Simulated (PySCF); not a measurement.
PySCF input file for AlH₆NO₂Si, SMILES N[SiH2][Al]([OH])[OH], TDA-PBE/def2-SVPD. The structure is a stationary point at B3LYP-D3(BJ)/def2-SVP. The structure was generated by enumeration; whether it is a known compound was not checked. Other conformers were not sampled.

```python
import numpy as np
from pyscf import gto, scf, dft, tdscf

mol = gto.M(
    atom='''
    Si   -1.29298809   -0.76320960    0.41623751
    N    -2.34615963    0.62084752    0.24738426
    Al    0.92225084    0.05185453   -0.14409188
    O     2.32795766   -0.71336069    0.44233363
    O     0.94115340    1.42330143   -1.16340541
    H    -1.37896980   -1.25317066    1.82726199
    H    -1.65263925   -1.96142314   -0.42520304
    H    -3.34433490    0.52550554    0.41548239
    H    -2.17759883    1.24737174   -0.53475833
    H     3.25524030   -0.50613440    0.30303114
    H     1.68110357    1.93321770   -1.50306062
    ''',
    basis='def2-SVPD',
    charge=0,
    spin=0,
    max_memory=1600,
    verbose=4,
)
mf = dft.RKS(mol, xc='pbe').density_fit(auxbasis='def2-universal-jkfit')
mf.grids.level = 3
mf.conv_tol = 1e-9
mf.max_cycle = 100
mf.kernel()
mf.grids = dft.Grids(mol).set(level=1).build(with_non0tab=True)  # coarser grid for the response kernel
td = tdscf.TDA(mf)
td.singlet = True
td.nstates = 10
td.conv_tol = 1e-4
td.positive_eig_threshold = 1e-6
td.kernel(x0=td.get_init_guess(mf, 15))
td.analyze()
tt = tdscf.TDA(mf)
tt.singlet = False
tt.nstates = 4
tt.conv_tol = 1e-4
tt.positive_eig_threshold = 1e-6
tt.kernel(x0=tt.get_init_guess(mf, 9))
tt.analyze(verbose=3)
```

It prints:

```
PySCF version 2.14.0

[INPUT] verbose = 4
[INPUT] num. atoms = 11
[INPUT] num. electrons = 56
[INPUT] charge = 0
[INPUT] spin (= nelec alpha-beta = 2S) = 0
[INPUT] symmetry False subgroup None
[INPUT] Mole.unit = angstrom
[INPUT] Symbol           X                Y                Z      unit          X                Y                Z       unit  Magmom
[INPUT]  1 Si    -1.292988090000  -0.763209600000   0.416237510000 AA   -2.443393372424  -1.442257119639   0.786574896671 Bohr   0.0
[INPUT]  2 N     -2.346159630000   0.620847520000   0.247384260000 AA   -4.433599145211   1.173231777915   0.467488498928 Bohr   0.0
[INPUT]  3 Al     0.922250840000   0.051854530000  -0.144091880000 AA    1.742801505750   0.097990860018  -0.272294189974 Bohr   0.0
[INPUT]  4 O      2.327957660000  -0.713360690000   0.442333630000 AA    4.399202406983  -1.348056332131   0.835889416385 Bohr   0.0
[INPUT]  5 O      0.941153400000   1.423301430000  -1.163405410000 AA    1.778522167203   2.689649895402  -2.198517596737 Bohr   0.0
[INPUT]  6 H     -1.378969800000  -1.253170660000   1.827261990000 AA   -2.605875256046  -2.368149334740   3.453024718928 Bohr   0.0
[INPUT]  7 H     -1.652639250000  -1.961423140000  -0.425203040000 AA   -3.123035565207  -3.706552548984  -0.803517292932 Bohr   0.0
[INPUT]  8 H     -3.344334900000   0.525505540000   0.415482390000 AA   -6.319877029825   0.993061547542   0.785147926680 Bohr   0.0
[INPUT]  9 H     -2.177598830000   1.247371740000  -0.534758330000 AA   -4.115065397873   2.357190964122  -1.010546786530 Bohr   0.0
[INPUT] 10 H      3.255240300000  -0.506134400000   0.303031140000 AA    6.151512636647  -0.956455398221   0.572645861815 Bohr   0.0
[INPUT] 11 H      1.681103570000   1.933217700000  -1.503060620000 AA    3.176825334329   3.653251992162  -2.840372920419 Bohr   0.0

nuclear repulsion = 272.518790430029
number of shells = 70
number of NR pGTOs = 240
number of NR cGTOs = 162
basis = def2-SVPD
ecp = {}


[settings echo left out]
init E= -740.117899612561
  HOMO = -0.290924411558913  LUMO = -0.0906317909654164  gap/eV = 5.45024
cycle= 1 E= -739.728474014981  delta_E= 0.389  |g|= 1.26  |ddm|= 4.02
  HOMO = -0.0568827719550913  LUMO = -0.0127342995929292  gap/eV = 1.20134
cycle= 2 E= -737.865902485785  delta_E= 1.86  |g|= 3.09  |ddm|= 3.91
  HOMO = -0.195179593461072  LUMO = -0.0546947916551308  gap/eV = 3.82279
cycle= 3 E= -740.035716296078  delta_E= -2.17  |g|= 0.212  |ddm|= 2.99
  HOMO = -0.239260272650987  LUMO = -0.0526712446252255  gap/eV = 5.07735
cycle= 4 E= -740.039308906996  delta_E= -0.00359  |g|= 0.204  |ddm|= 0.546
  HOMO = -0.213392363927529  LUMO = -0.0496880284535375  gap/eV = 4.45462
cycle= 5 E= -740.048208448244  delta_E= -0.0089  |g|= 0.0438  |ddm|= 0.264
  HOMO = -0.214439718564819  LUMO = -0.0480784947373361  gap/eV = 4.52692
cycle= 6 E= -740.048791093318  delta_E= -0.000583  |g|= 0.00983  |ddm|= 0.0838
  HOMO = -0.214361621293358  LUMO = -0.0484842034839229  gap/eV = 4.51375
cycle= 7 E= -740.048813849907  delta_E= -2.28e-05  |g|= 0.00371  |ddm|= 0.0181
  HOMO = -0.214280055074984  LUMO = -0.0485264619804497  gap/eV = 4.51039
cycle= 8 E= -740.048816012793  delta_E= -2.16e-06  |g|= 0.00215  |ddm|= 0.00527
  HOMO = -0.214270086765926  LUMO = -0.0485278009814514  gap/eV = 4.51008
cycle= 9 E= -740.048816938712  delta_E= -9.26e-07  |g|= 0.000275  |ddm|= 0.00254
  HOMO = -0.214312796794721  LUMO = -0.0485311078855972  gap/eV = 4.51115
cycle= 10 E= -740.048816958813  delta_E= -2.01e-08  |g|= 9.47e-05  |ddm|= 0.000834
  HOMO = -0.214302451507934  LUMO = -0.048533040223124  gap/eV = 4.51082
cycle= 11 E= -740.048816962303  delta_E= -3.49e-09  |g|= 1.51e-05  |ddm|= 0.000297
  HOMO = -0.214301131318003  LUMO = -0.0485329330842014  gap/eV = 4.51078
cycle= 12 E= -740.04881696237  delta_E= -6.66e-11  |g|= 2.55e-06  |ddm|= 3.7e-05
  HOMO = -0.214300998559787  LUMO = -0.04853259675682  gap/eV = 4.51079
Extra cycle  E= -740.048816962367  delta_E= 2.73e-12  |g|= 4.26e-06  |ddm|= 1.21e-05
converged SCF energy = -740.048816962367
tot grids = 43080
Overwritten attributes  positive_eig_threshold  of <class 'pyscf.tdscf.rks.TDA'>


******** <class 'pyscf.tdscf.rks.TDA'> for <class 'pyscf.df.df_jk.DFRKS'> ********
nstates = 10 singlet
deg_eia_thresh = 1.000e-03
wfnsym = None
conv_tol = 0.0001
eigh lindep = 1e-12
eigh level_shift = 0
eigh max_cycle = 100


Excitation energies (eV)
[4.57469968 4.68724122 5.15881805 5.84517324 6.11138727 6.16359047
 6.18342554 6.2112047  6.28255066 6.35108726]

** Singlet excitation energies and oscillator strengths **
Excited State   1:      4.57470 eV    271.02 nm  f=0.0059
      28 -> 29        0.61364
      28 -> 30        0.34528
Excited State   2:      4.68724 eV    264.51 nm  f=0.0048
      28 -> 29       -0.33741
      28 -> 30        0.61080
Excited State   3:      5.15882 eV    240.33 nm  f=0.0090
      28 -> 31       -0.69598
Excited State   4:      5.84517 eV    212.11 nm  f=0.1654
      27 -> 29       -0.50421
      27 -> 30       -0.46164
Excited State   5:      6.11139 eV    202.87 nm  f=0.0376
      25 -> 29        0.12958
      27 -> 29       -0.38742
      27 -> 30        0.43585
      27 -> 31       -0.24409
      28 -> 32        0.13185
      28 -> 33       -0.10662
Excited State   6:      6.16359 eV    201.16 nm  f=0.0029
      25 -> 29        0.35756
      26 -> 29       -0.52192
      26 -> 30       -0.23584
      28 -> 32       -0.16706
Excited State   7:      6.18343 eV    200.51 nm  f=0.0017
      26 -> 29       -0.11623
      27 -> 30       -0.13331
      28 -> 32        0.67011
Excited State   8:      6.21120 eV    199.61 nm  f=0.0013
      25 -> 29       -0.52196
      25 -> 30        0.13867
      26 -> 29       -0.19737
      26 -> 30       -0.40144
Excited State   9:      6.28255 eV    197.35 nm  f=0.0017
      25 -> 30       -0.62764
      26 -> 29        0.12676
      26 -> 30       -0.23462
      27 -> 31        0.15449
Excited State  10:      6.35109 eV    195.22 nm  f=0.0349
      26 -> 29       -0.13141
      26 -> 30        0.20276
      27 -> 29       -0.13353
      27 -> 30        0.13956
      27 -> 31        0.59670

** Transition electric dipole moments (AU) **
state          X           Y           Z        Dip. S.      Osc.
  1        -0.1707     -0.1478      0.0417      0.0527      0.0059
  2        -0.1599      0.1227      0.0279      0.0414      0.0048
  3        -0.0650     -0.1665     -0.1988      0.0715      0.0090
  4        -0.9243     -0.4925      0.2406      1.1549      0.1654
  5         0.2139     -0.2788     -0.3571      0.2511      0.0376
  6        -0.0570      0.1210      0.0357      0.0192      0.0029
  7        -0.0686     -0.0052      0.0785      0.0109      0.0017
  8         0.0646     -0.0627     -0.0162      0.0084      0.0013
  9         0.0352     -0.0946     -0.0271      0.0109      0.0017
 10        -0.2663      0.1774     -0.3494      0.2245      0.0349

** Transition velocity dipole moments (imaginary part, AU) **
state          X           Y           Z        Dip. S.      Osc.
  1        -0.0250      0.0008      0.0167      0.0009      0.0036
  2        -0.0212     -0.0179     -0.0237      0.0013      0.0051
  3        -0.0210     -0.0197     -0.0320      0.0019      0.0065
  4        -0.1572     -0.0546      0.0473      0.0299      0.0929
  5         0.0449      0.0123      0.0084      0.0022      0.0066
  6        -0.0171      0.0193     -0.0121      0.0008      0.0024
  7        -0.0236     -0.0146     -0.0109      0.0009      0.0026
  8         0.0136     -0.0063      0.0120      0.0004      0.0011
  9         0.0176     -0.0260      0.0277      0.0018      0.0051
 10        -0.0521      0.0487     -0.0018      0.0051      0.0145

** Transition magnetic dipole moments (imaginary part, AU) **
state          X           Y           Z
  1        -0.1559     -0.2311      0.5218
  2         0.0483      0.1885     -0.4715
  3         0.3854      0.4290     -0.3590
  4         0.1064      0.2391      0.3158
  5        -0.0624      0.2517     -0.0594
  6        -0.1192     -0.2703     -0.2643
  7        -0.3230     -0.2276      0.2379
  8        -0.6264     -0.1477      0.2289
  9        -0.0115      0.3546      0.3644
 10        -0.2257     -0.1941     -0.5043


******** <class 'pyscf.tdscf.rks.TDA'> for <class 'pyscf.df.df_jk.DFRKS'> ********
nstates = 4 triplet
deg_eia_thresh = 1.000e-03
wfnsym = None
conv_tol = 0.0001
eigh lindep = 1e-12
eigh level_shift = 0
eigh max_cycle = 100


Excitation energies (eV)
[4.3697783  4.54550921 4.82941778 4.97070108]

** Triplet excitation energies and oscillator strengths **
Excited State   1:      4.36978 eV    283.73 nm  f=0.0000
Excited State   2:      4.54551 eV    272.76 nm  f=0.0000
Excited State   3:      4.82942 eV    256.73 nm  f=0.0000
Excited State   4:      4.97070 eV    249.43 nm  f=0.0000
```

The run converged.

Cost: roughly 70 core-seconds.
